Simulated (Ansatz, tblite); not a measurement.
Removing an electron: (ClZn-mu-H)2 (Zn₂H₂Cl₂). Charge 0, multiplicity 1. Geometry: PBE-D4/def2-SVP. Ansatz, gas phase; energy differences of separate SCF runs; the oxidised species was run as a doublet alone.

```xyz
6

Zn   -0.0983   -0.5651    1.0677
Cl   -0.3235   -0.8584    3.1525
H     0.0583   -1.2449   -0.4272
Zn    0.1078    0.5645   -1.0667
Cl    0.2925    0.8588   -3.1553
H    -0.0367    1.2451    0.4291
```

The xTB rows come from tblite.

(1) Estimate orbital energies and vertical ionisation energies at: GFN1-xTB; GFN2-xTB; PBE-D4/def2-TZVP; r2SCAN-D4/def2-TZVP; PBE0-D4/def2-TZVP.

## Answers

(1) 
```csv
level,−HOMO (eV),vertical IE (eV),−LUMO (eV),HOMO–LUMO gap (eV)
GFN1-xTB,12.33,14.49,7.55,4.78
GFN2-xTB,11.88,14.39,7.19,4.69
PBE-D4/def2-TZVP,7.08,9.68,2.99,4.09
r2SCAN-D4/def2-TZVP,7.39,9.91,2.78,4.62
PBE0-D4/def2-TZVP,8.39,10.24,2.29,6.10
```

 Raw xTB energy differences between charge states are shifted by several eV; the methods need an empirical correction for them.
